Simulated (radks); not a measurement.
Question: Xe, configuration [Xe] (the NIST ground configuration). Calculated with a radial shooting solver on a logarithmic mesh with Libxc functionals: scalar-relativistic Kohn-Sham, LDA (Slater exchange, VWN5 correlation), spin-polarised, spherical densities, finite nucleus; Fermi nuclear charge, rms radius 4.7859 fm; hard spherical wall at 2 bohr. Some entries of the table are withheld. Estimate them.

| orbital | occ. | eigenvalue (eV) | r(max) (bohr) |
|---|---|---|---|
| 1s | 2 | -34245.90 | 0.01717 |
| 2s | 2 | -5263.350 | 0.09708 |
| 2p | 6 | -4716.659 | 0.07784 |
| 3s | 2 | -1017.160 | (1) |
| 3p | 6 | -840.6922 | 0.2735 |
| 3d | 10 | -577.8186 | 0.2262 |
| 4s | 2 | -133.8243 | 0.6682 |
| 4p | 6 | -79.2903 | 0.7042 |
| 4d | 10 | 0.4917 | 0.7720 |
| 5s | 2 | 60.9367 | 1.374 |
| 4f | 0 | (2) | 0.9890 |
| 5p | 6 | 87.4353 | 1.419 |
| 5d | 0 | 133.1490 | 1.477 |
| 6s | 0 | 272.5416 | 1.658 |

Answer: 
(1) 3s r(max) (bohr): 0.2796
(2) 4f eigenvalue (eV): 85.4432
